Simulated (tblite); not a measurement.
Question: Give a GFN2-xTB geometry of InChI=1S/C12H10O2/c1-14-12-7-9(8-13)10-5-3-2-4-6-11(10)12/h2-8H,1H3.

Answer: 
```xyz
24
C12H10O2 angstrom
C      3.7041    0.0953   -0.5744
O      2.5373   -0.6454   -0.3071
C      1.3831    0.0653   -0.2139
C      1.1733    1.4259   -0.3377
C     -0.2029    1.7067   -0.1645
C     -0.7699    3.0255   -0.2209
O     -1.9379    3.3267   -0.0748
C     -0.8775    0.4876    0.0718
C     -2.2358    0.3426    0.2807
C     -2.9479   -0.8267    0.5180
C     -2.4815   -2.1311    0.6133
C     -1.1898   -2.6273    0.4962
C     -0.0165   -1.9298    0.2409
C      0.1436   -0.5733    0.0466
H      3.6330    0.6136   -1.5360
H      3.8998    0.8270    0.2160
H      4.5179   -0.6267   -0.6105
H      1.9194    2.1748   -0.5325
H     -0.0140    3.8141   -0.4194
H     -2.8041    1.2644    0.2515
H     -4.0156   -0.7034    0.6504
H     -3.2427   -2.8774    0.8112
H     -1.0838   -3.6981    0.6172
H      0.8967   -2.5107    0.1854
```

Any rigid rotation of these coordinates is as good. Atoms count from 1 in this order. The C–C distances run from 1.380 Å (C13–C14, aromatic) to 1.473 Å (C8–C14, drawn single), a spread of 0.093 Å. The 14 heavy atoms lie in one plane (0.010 Å rms). The 5-membered ring C3–C4–C5–C8–C14 has internal angles of 106.5° to 109.4°; it is planar, 0.00 Å rms from its mean plane, widest ring torsion 0°. Of the pairs four or more bonds apart, O7···H20 is among the closest relative to their van der Waals radii: 2.26 Å, 83 % of the sum of Bondi's values.

Bonds between heavy atoms (Å): C1–O2 1.408, O2–C3 1.359, C3–C4 1.382, C4–C5 1.415, C5–C6 1.437, C6=O7 1.215, C5–C8 1.413, C8–C9 1.382, C9–C10 1.389, C10–C11 1.389, C11–C12 1.389, C12–C13 1.389, C13–C14 1.380, C3–C14 1.418, C8–C14 1.473.

The geometry is computed with GFN2-xTB (gas phase).

Point group: Cs (every atom within 0.08 Å of its image). Its GFN2-xTB frequencies are all real (lowest 72 cm⁻¹). The numbers are those of one conformer (C1–O2–C3–C4 0°, C4–C5–C6–O7 180°). 2 starts were optimised and ended at 0.00 and 1.75 kcal/mol (GFN2-xTB); the lowest of these is shown.
